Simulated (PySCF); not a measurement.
C2H5S (SMILES [CH2]SC), doublet, at a GFN2-xTB geometry, with bond 6-3 at 1.3 times its length; HF/6-31G* (PySCF).

PySCF was given this input:
```python
from pyscf import gto, scf

mol = gto.M(
    atom='''
C     1.41199167    0.00319862   -0.33553381
S    -0.01253372   -0.27991522    0.55216316
C    -1.25634495    0.39924910   -0.58861499
H     2.31592011   -0.35974411    0.10918880
H     1.44609666    0.84505224   -0.99891045
H    -1.00609498    1.77453375   -0.78611941
H    -1.20327042   -0.13665467   -1.53140821
H    -2.22824214    0.25814347   -0.12804644
''',
    basis='6-31g*',
    spin=1,
    verbose=4,
)

mf = scf.UHF(mol)
mf.DIIS = scf.EDIIS
mf.kernel()
mf.analyze()
```

What the program printed (banner, timings and long lists left out):

```
PySCF version 2.14.0

[INPUT] verbose = 4
[INPUT] num. atoms = 8
[INPUT] num. electrons = 33
[INPUT] charge = 0
[INPUT] spin (= nelec alpha-beta = 2S) = 1
[INPUT] symmetry False subgroup None
[INPUT] Mole.unit = angstrom
[INPUT] Symbol           X                Y                Z      unit          X                Y                Z       unit  Magmom
[...]
nuclear repulsion = 103.2145295823
number of shells = 30
number of NR pGTOs = 125
number of NR cGTOs = 56
basis = 6-31g*
ecp = {}

******** <class 'pyscf.scf.uhf.UHF'> ********
method = UHF
initial guess = minao
damping factor = 0
level_shift factor = 0
DIIS = <class 'pyscf.scf.diis.EDIIS'>
diis_start_cycle = 1
diis_space = 8
diis_damp = 0
SCF conv_tol = 1e-09
SCF conv_tol_grad = None
SCF max_cycles = 50
direct_scf = True
direct_scf_tol = 1e-13
number electrons alpha = 17  beta = 16
Set gradient conv threshold to 3.16228e-05
init E= -476.147732405587

cycle= 1 E= -476.011771804509  delta_E= 0.136  |g|= 0.229  |ddm|= 1.79
cycle= 2 E= -476.052652338003  delta_E= -0.0409  |g|= 0.0995  |ddm|= 0.338
cycle= 3 E= -476.059882591569  delta_E= -0.00723  |g|= 0.0489  |ddm|= 0.138
cycle= 4 E= -476.061906399648  delta_E= -0.00202  |g|= 0.0268  |ddm|= 0.0746
cycle= 5 E= -476.062610674545  delta_E= -0.000704  |g|= 0.0154  |ddm|= 0.0407
cycle= 6 E= -476.062885484425  delta_E= -0.000275  |g|= 0.00925  |ddm|= 0.025
cycle= 7 E= -476.062999631854  delta_E= -0.000114  |g|= 0.00574  |ddm|= 0.0154
cycle= 8 E= -476.063030169677  delta_E= -3.05e-05  |g|= 0.00401  |ddm|= 0.00504
cycle= 9 E= -476.063055361715  delta_E= -2.52e-05  |g|= 0.00317  |ddm|= 0.00607
cycle= 10 E= -476.063062015103  delta_E= -6.65e-06  |g|= 0.00271  |ddm|= 0.00183
cycle= 11 E= -476.063076532884  delta_E= -1.45e-05  |g|= 0.00185  |ddm|= 0.0052
cycle= 12 E= -476.063076579272  delta_E= -4.64e-08  |g|= 0.00184  |ddm|= 2.06e-05
cycle= 13 E= -476.063078268098  delta_E= -1.69e-06  |g|= 0.00171  |ddm|= 0.000778
cycle= 14 E= -476.06308402794  delta_E= -5.76e-06  |g|= 0.00117  |ddm|= 0.0033
cycle= 15 E= -476.06308537372  delta_E= -1.35e-06  |g|= 0.001  |ddm|= 0.00103
cycle= 16 E= -476.063084039037  delta_E= 1.33e-06  |g|= 0.00117  |ddm|= 0.00102
cycle= 17 E= -476.06308678788  delta_E= -2.75e-06  |g|= 0.000792  |ddm|= 0.00234
cycle= 18 E= -476.063087360659  delta_E= -5.73e-07  |g|= 0.000686  |ddm|= 0.000655
cycle= 19 E= -476.063087497753  delta_E= -1.37e-07  |g|= 0.000659  |ddm|= 0.000172
cycle= 20 E= -476.063088152589  delta_E= -6.55e-07  |g|= 0.000507  |ddm|= 0.000955
cycle= 21 E= -476.063088236651  delta_E= -8.41e-08  |g|= 0.000484  |ddm|= 0.000146
cycle= 22 E= -476.063088427107  delta_E= -1.9e-07  |g|= 0.000428  |ddm|= 0.000359
cycle= 23 E= -476.063088590518  delta_E= -1.63e-07  |g|= 0.000372  |ddm|= 0.000352
cycle= 24 E= -476.063088719225  delta_E= -1.29e-07  |g|= 0.000322  |ddm|= 0.000321
cycle= 25 E= -476.06308876052  delta_E= -4.13e-08  |g|= 0.000305  |ddm|= 0.000115
cycle= 26 E= -476.063088802629  delta_E= -4.21e-08  |g|= 0.000285  |ddm|= 0.000125
cycle= 27 E= -476.063088896841  delta_E= -9.42e-08  |g|= 0.000236  |ddm|= 0.000316
cycle= 28 E= -476.063088932813  delta_E= -3.6e-08  |g|= 0.000215  |ddm|= 0.00014
cycle= 29 E= -476.063088944566  delta_E= -1.18e-08  |g|= 0.000207  |ddm|= 4.94e-05
cycle= 30 E= -476.063088973552  delta_E= -2.9e-08  |g|= 0.000187  |ddm|= 0.00013
cycle= 31 E= -476.063088998896  delta_E= -2.53e-08  |g|= 0.000168  |ddm|= 0.000126
cycle= 32 E= -476.063089022263  delta_E= -2.34e-08  |g|= 0.000148  |ddm|= 0.000131
cycle= 33 E= -476.063089033428  delta_E= -1.12e-08  |g|= 0.000138  |ddm|= 6.97e-05
cycle= 34 E= -476.063089043089  delta_E= -9.66e-09  |g|= 0.000128  |ddm|= 6.51e-05
cycle= 35 E= -476.06308905644  delta_E= -1.34e-08  |g|= 0.000113  |ddm|= 9.93e-05
cycle= 36 E= -476.063089065309  delta_E= -8.87e-09  |g|= 0.000102  |ddm|= 7.41e-05
cycle= 37 E= -476.063089070672  delta_E= -5.36e-09  |g|= 9.46e-05  |ddm|= 4.92e-05
cycle= 38 E= -476.063089070668  delta_E= 3.87e-12  |g|= 9.46e-05  |ddm|= 1.03e-06
[...]
cycle= 49 E= -476.063089099827  delta_E= -1.77e-09  |g|= 3.51e-05  |ddm|= 4.22e-05
cycle= 50 E= -476.063089099688  delta_E= 1.38e-10  |g|= 3.56e-05  |ddm|= 3.59e-06
SCF not converged.
SCF energy = -476.063089099688 after 50 cycles  <S^2> = 0.76437496  2S+1 = 2.0143237
**** SCF Summaries ****
Total Energy =                        -476.063089099688341
Nuclear Repulsion Energy =             103.214529582299747
One-electron Energy =                 -859.754243244001600
Two-electron Energy =                  280.476624562013569
Two-electron Coulomb Energy =          317.595706862279542
DFT Exchange-Correlation Energy =      -37.119082300265973
**** MO energy ****
                             alpha | beta                alpha | beta
[...]
To work with the spin densities directly, `use mulliken_meta_spin()` only printing them here.

 ** Mulliken spin pop alpha/beta on meta-lowdin orthogonal AOs **
 ** Mulliken Spin Density (per AO)  **
spin_pop of  0 C 1s       -0.00000
spin_pop of  0 C 2s        0.08993
spin_pop of  0 C 3s       -0.00012
spin_pop of  0 C 2px       0.05214
spin_pop of  0 C 2py       0.45163
spin_pop of  0 C 2pz       0.42060
spin_pop of  0 C 3px      -0.00007
spin_pop of  0 C 3py       0.00369
spin_pop of  0 C 3pz       0.00432
spin_pop of  0 C 3dxy     -0.00009
spin_pop of  0 C 3dyz     -0.00161
spin_pop of  0 C 3dz^2    -0.00016
spin_pop of  0 C 3dxz     -0.00024
spin_pop of  0 C 3dx2-y2   -0.00038
spin_pop of  1 S 1s       -0.00000
spin_pop of  1 S 2s       -0.00000
spin_pop of  1 S 3s        0.00438
spin_pop of  1 S 4s        0.00063
spin_pop of  1 S 2px      -0.00000
spin_pop of  1 S 2py       0.00000
spin_pop of  1 S 2pz      -0.00000
spin_pop of  1 S 3px      -0.03016
spin_pop of  1 S 3py       0.07337
spin_pop of  1 S 3pz       0.00829
spin_pop of  1 S 4px      -0.00042
spin_pop of  1 S 4py       0.00118
spin_pop of  1 S 4pz       0.00033
spin_pop of  1 S 3dxy      0.00079
spin_pop of  1 S 3dyz      0.00042
spin_pop of  1 S 3dz^2     0.00040
spin_pop of  1 S 3dxz      0.00019
spin_pop of  1 S 3dx2-y2    0.00044
spin_pop of  2 C 1s        0.00000
spin_pop of  2 C 2s       -0.00117
spin_pop of  2 C 3s        0.00001
spin_pop of  2 C 2px      -0.00094
spin_pop of  2 C 2py      -0.00452
spin_pop of  2 C 2pz      -0.00159
spin_pop of  2 C 3px       0.00006
spin_pop of  2 C 3py       0.00018
spin_pop of  2 C 3pz      -0.00001
spin_pop of  2 C 3dxy      0.00005
spin_pop of  2 C 3dyz      0.00005
spin_pop of  2 C 3dz^2     0.00002
spin_pop of  2 C 3dxz     -0.00004
spin_pop of  2 C 3dx2-y2    0.00002
spin_pop of  3 H 1s       -0.04738
spin_pop of  3 H 2s        0.00027
spin_pop of  4 H 1s       -0.04233
spin_pop of  4 H 2s        0.00022
spin_pop of  5 H 1s        0.01123
spin_pop of  5 H 2s        0.00026
spin_pop of  6 H 1s        0.00659
spin_pop of  6 H 2s        0.00022
spin_pop of  7 H 1s       -0.00063
spin_pop of  7 H 2s       -0.00003
 ** Mulliken Spin Density (per atom)  **
spin density of  0 C =      1.01963
spin density of  1 S =      0.05985
spin density of  2 C =     -0.00789
spin density of  3 H =     -0.04710
spin density of  4 H =     -0.04211
spin density of  5 H =      0.01148
spin density of  6 H =      0.00680
spin density of  7 H =     -0.00066
 ** Mulliken pop alpha/beta on meta-lowdin orthogonal AOs **
 ** Mulliken pop       alpha | beta **
In total            17.00000 | 16.00000
 ** Mulliken atomic charges   ( Nelec_alpha | Nelec_beta ) **
charge of  0C =     -0.35693  (     3.68828      2.66865 )
charge of  1S =      0.15751  (     7.95117      7.89132 )
charge of  2C =     -0.29244  (     3.14228      3.15017 )
charge of  3H =      0.11828  (     0.41731      0.46441 )
charge of  4H =      0.10950  (     0.42420      0.46631 )
charge of  5H =      0.02718  (     0.49215      0.48067 )
charge of  6H =      0.11571  (     0.44555      0.43874 )
charge of  7H =      0.12120  (     0.43907      0.43973 )
Dipole moment(X, Y, Z, Debye): -0.21996,  0.61070, -1.04192
```

The run did not converge; its last values are not results.
